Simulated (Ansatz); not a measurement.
Reaction (ligand exchange at the Si–O bond): `[CH3][Al]([OH])[O][SiH3]` + `[SiH3]C#CS` → `[SiH3]C#CS[SiH3]` + `[CH3][Al]([OH])[OH]`

Isolated molecules relaxed with PBE0-D4/def2-TZVP in Ansatz; ΔE leaves out vibrations. CCSD(T)/CBS adds triple-zeta CCSD(T) − MP2 to the extrapolated MP2 energy (def2 sets, frozen cores). DFT in def2-TZVPP. Each species was taken in one conformer, which may not be the lowest.

| level | ΔE (kJ/mol) |
| --- | --- |
| PBE0-D4 | 41.2 |
| PBE | 37.3 |
| MP2/def2-TZVPP | 47.6 |
| MP2/CBS(def2) | 44.2 |

Problem. What does CCSD(T)/CBS give? (Estimate.)

Solution. The calculation gave: +49.7 kJ/mol. The listed levels differ from it by -8.5, -12.4, -2.1, -5.5 kJ/mol.

Largest T1 diagnostic among the species: 0.013.

From PBE to PBE0 (25 % exact exchange), in def2-TZVPP and without D4, ΔE moves by +6.0 kJ/mol. The D4 term adds −4.2 kJ/mol with B3LYP and −2.1 kJ/mol with PBE0; it sums over pairs of atoms, weighted by their polarisabilities, and B3LYP, whose exchange is more repulsive, gets the larger term. In def2-TZVPP, CCSD(T) changes the Hartree–Fock value by −23.4 kJ/mol (the triples alone add −4.7 kJ/mol) and MP2 by −28.8 kJ/mol.

B3LYP here is the variant with VWN-RPA as its local correlation; programs differ in this.
